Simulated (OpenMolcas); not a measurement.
Os5+: moving or changing the point charges

Os5+ among 3 point charges of -2 e arranged as a planar triangle (D3h), 2.19 Å from the ion.
```
   2.1900    0.0000    0.0000  -2.00
  -1.0950    1.8966    0.0000  -2.00
  -1.0950   -1.8966    0.0000  -2.00
```

* Program: OpenMolcas 26.06
* Method: SS-CASPT2, IPEA 0.25 Eh, imaginary shift 0.1 Eh (closed shells correlated: 4f 5s 5p)
* Basis: ANO-RCC-VDZP [7s6p4d2f1g]
* Scalar Hamiltonian: DKH2, point nucleus
* Active space: 3 electrons in 5 orbitals (5d)
* State averaging: 2S+1 = 4 even, 10 roots; 2S+1 = 2 even, 40 roots
* Spin-orbit coupling: RASSI with atomic mean-field integrals over the reference wave functions

Runs around this geometry, states (labels of D3, the rotations of D3h). Energies in cm-1 above the lowest state or level, χT in cm3 K/mol.

```csv
R (Å),q (e),Ground state,First state of that spin,First gap with spin-orbit (degeneracies),χT at 300 K,First state of another spin
2.19,-1,4A1,4A2 1,"1880 (2, 2)",0.090,2A1 13750
2.05,-2,4A2,4A1 3900,"3290 (2, 2)",0.143,2A2 13750
2.19,-2,4A2,4A1 1980,"3110 (2, 2)",0.107,2A2 13840
2.44,-2,4A1,4A2 2,"2550 (2, 2)",0.091,2E 13560
```

The ground state changes within this set.

Roots that are degenerate in the reference are averaged as groups; the widest CASPT2 spread within a group is 130 cm-1 (the 2-fold group of multiplicity 4 near 1320 cm-1 above the lowest state of its run, R = 2.19, q = -1). Shifts and gaps below about the spread of the groups concerned are not significant. Free-ion shares, where given, are those of the reference states; single-state CASPT2 does not remix them. Spin-orbit coupling mixes the spin-free states strongly: the lowest level takes only 25 % from its leading state, 4A1 (figures for R = 2.19, q = -1; the like holds for R = 2.05, q = -2, R = 2.19, q = -2, R = 2.44, q = -2). The ground term spreads over less than 5000 cm-1, several times less than with real ligands, so orbital moments are less quenched and χT lies further from the spin-only value than at real sites (holds for R = 2.19, q = -1; R = 2.19, q = -2; R = 2.44, q = -2). Point charges carry no covalency, so the field is a model and not that of real ligands. No measured value stands beside these numbers.
